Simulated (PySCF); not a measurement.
F$_{3}$OTa (SMILES [O]=[Ta]([F])([F])[F]), singlet, geometry from GFN2-xTB (such geometries of metal compounds can be far from the true shape) (core potentials on Ta); PBE0/def2-SVP (PySCF).

PySCF was given this input:
```python
from pyscf import gto, scf, dft

mol = gto.Mole()
mol.atom = '''
    Ta    0.01693925    0.00907486   -0.01955256
    O     1.06782099    0.57206336   -1.23255967
    F     0.97007396   -0.95600876    1.21861489
    F    -1.26946365   -1.06429425   -0.77185379
    F    -0.78718062    1.43819507    0.80744046
'''
mol.basis = 'def2-svp'
mol.ecp = {'Ta': 'def2-svp'}
mol.verbose = 4
mol.build()

mf = dft.RKS(mol)
mf.xc = 'pbe0'
mf.kernel()
mf.analyze()
```

Output, abridged:

```
PySCF version 2.14.0

[INPUT] verbose = 4
[INPUT] num. atoms = 5
[INPUT] num. electrons = 48
[INPUT] charge = 0
[INPUT] spin (= nelec alpha-beta = 2S) = 0
[INPUT] symmetry False subgroup None
[INPUT] Mole.unit = angstrom
[INPUT] Symbol           X                Y                Z      unit          X                Y                Z       unit  Magmom
[...]
nuclear repulsion = 215.932437221578
number of shells = 36
number of NR pGTOs = 153
number of NR cGTOs = 88
basis = def2-svp
ecp = {'Ta': 'def2-svp'}

******** <class 'pyscf.dft.rks.RKS'> ********
method = RKS
initial guess = minao
damping factor = 0
level_shift factor = 0
DIIS = <class 'pyscf.scf.diis.CDIIS'>
diis_start_cycle = 1
diis_space = 8
diis_damp = 0
SCF conv_tol = 1e-09
SCF conv_tol_grad = None
SCF max_cycles = 50
direct_scf = True
direct_scf_tol = 1e-13
XC library pyscf.dft.libxc version 7.1.2
    S. Lehtola, C. Steigemann, M. J. T. Oliveira, and M. A. L. Marques,  SoftwareX 7, 1–5 (2018)
XC functionals = pbe0
    C. Adamo and V. Barone,  J. Chem. Phys. 110, 6158 (1999)
    M. Ernzerhof and G. E. Scuseria,  J. Chem. Phys. 110, 5029 (1999)
radial grids:
    Treutler-Ahlrichs [JCP 102, 346 (1995); DOI:10.1063/1.469408] (M4) radial grids

becke partition: Becke, JCP 88, 2547 (1988); DOI:10.1063/1.454033
pruning grids: <function nwchem_prune>
grids dens level: 3
symmetrized grids: False
atomic radii adjust function: <function treutler_atomic_radii_adjust>
small_rho_cutoff = 0
Set gradient conv threshold to 3.16228e-05
Initial guess from minao.
tot grids = 80880
init E= -418.404235067985
[...]
cycle= 1 E= -431.221514222359  delta_E= -12.8  |g|= 0.934  |ddm|= 7.99
[...]
cycle= 2 E= -430.78133597417  delta_E= 0.44  |g|= 1.77  |ddm|=  1.7
[...]
cycle= 3 E= -431.312875371273  delta_E= -0.532  |g|= 0.536  |ddm|= 1.41
[...]
cycle= 4 E= -431.373001095301  delta_E= -0.0601  |g|= 0.111  |ddm|= 0.475
[...]
cycle= 5 E= -431.374624104059  delta_E= -0.00162  |g|= 0.0529  |ddm|= 0.108
[...]
cycle= 6 E= -431.375160090471  delta_E= -0.000536  |g|= 0.00595  |ddm|= 0.0428
[...]
cycle= 7 E= -431.3751674626  delta_E= -7.37e-06  |g|= 0.00108  |ddm|= 0.00431
[...]
cycle= 8 E= -431.375167703134  delta_E= -2.41e-07  |g|= 6.54e-05  |ddm|= 0.000789
[...]
cycle= 9 E= -431.375167703915  delta_E= -7.81e-10  |g|= 2.7e-05  |ddm|= 7.71e-05
[...]
Extra cycle  E= -431.375167702949  delta_E= 9.66e-10  |g|= 7.48e-05  |ddm|= 7.1e-05
converged SCF energy = -431.375167702949
**** SCF Summaries ****
Total Energy =                        -431.375167702948602
Nuclear Repulsion Energy =             215.932437221577857
One-electron Energy =                -1046.568650632138997
Two-electron Energy =                  399.261045707612539
Two-electron Coulomb Energy =          445.679298411541083
DFT Exchange-Correlation Energy =      -46.418252703928566
HOMO-LUMO gap [eV] =                     8.793628615069361
**** MO energy ****
[...]
Dipole moment(X, Y, Z, Debye): -1.00067, -0.53610,  1.15501
```
